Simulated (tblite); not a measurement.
C4H7NO2.
Cartesian coordinates in Å at the GFN2-xTB level; atoms count from 1:
```
atom  x, y, z in Å
N1     1.7949    0.2303   -0.1392
C2     1.0581   -0.3518    0.8315
O3     1.5428   -0.8330    1.8294
C4    -0.4378   -0.3479    0.5648
C5    -1.0130    1.0091    0.1278
O6    -1.1291    0.5630   -1.2263
C7    -0.8510   -0.7885   -0.8487
H8     2.7944    0.2698   -0.0328
H9     1.3746    0.6268   -0.9616
H10   -0.9432   -0.8430    1.3919
H11   -0.3610    1.8799    0.2265
H12   -1.9926    1.2352    0.5596
H13   -0.0814   -1.2478   -1.4735
H14   -1.7563   -1.4027   -0.8715
```

Method: GFN2-xTB as coded in tblite; computed harmonic values from a numerical Hessian at the method's own geometry, unscaled. The method is semi-empirical: single wavenumbers can be off by several per cent or more. One conformer, not necessarily the lowest.

Harmonic wavenumbers (cm⁻¹): 75.1, 90.1, 237.0, 292.4, 388.4, 422.9, 503.1, 568.8, 688.7, 790.3, 818.8, 895.7, 1000.9, 1031.6, 1039.7, 1061.8, 1065.7, 1104.2, 1105.3, 1138.4, 1192.0, 1249.6, 1252.5, 1291.1, 1299.2, 1453.8, 1476.1, 1486.0, 1772.7, 2927.6, 2928.9, 2958.0, 2961.4, 3017.5, 3470.2, 3540.6.

A = 5605, B = 1992, C = 1862 MHz; mass 101.048 u (most abundant isotopes); point group Cs, symmetry number 1.

Q: Zero-point energy?

A: Half the sum of the wavenumbers: 24298 cm⁻¹ = 69.47 kcal/mol.

Q: What is S at 298.15 K and 1 bar for an ideal gas of classical rigid rotors and harmonic oscillators?

A: Translation 39.78, rotation 27.14, vibration 15.66: S = 82.6 cal/(mol K).

Q: And Cp and H(298.15 K) − H(0)?

A: Cp = 26.86 cal/(mol K), of which vibrations give 18.91 (their classical limit is 36 R = 71.5); H(298.15 K) − H(0) = 4.96 kcal/mol without the zero-point energy, 2.59 from vibrations.

Q: How do the functions run with temperature in this model?

A: 
```csv
T (K),S (cal/(mol K)),Cp (cal/(mol K)),H − H(0) (kcal/mol),G − H(0) (kcal/mol),ln q(vib)
50,54.1,10.6,0.45,-2.26,0.20
100,62.3,13.4,1.05,-5.19,0.79
373.15,89.2,32.6,7.19,-26.11,4.64
500,100.0,41.1,11.89,-38.11,6.62
750,119.1,52.7,23.74,-65.56,10.63
1000,135.3,60.0,37.88,-97.41,14.51
```

q(vib) and H(0) count from the zero-point level.

Q: Blend soft modes into free rotors: weight 1/[1 + (100 cm⁻¹/ν̃)⁴] for the oscillator and the rest for a rotor with moment μB/(μ + B), μ = h/(8π²ν), B = 10⁻⁴⁴ kg m². What vibrational entropy results?

A: 14.59 cal/(mol K) in place of 15.66, which changes −T·S at 298.15 K by +0.32 kcal/mol.

Hindered rotation and anharmonicity are outside this model. Other conformers, if any are populated, would add a mixing term that is left out.
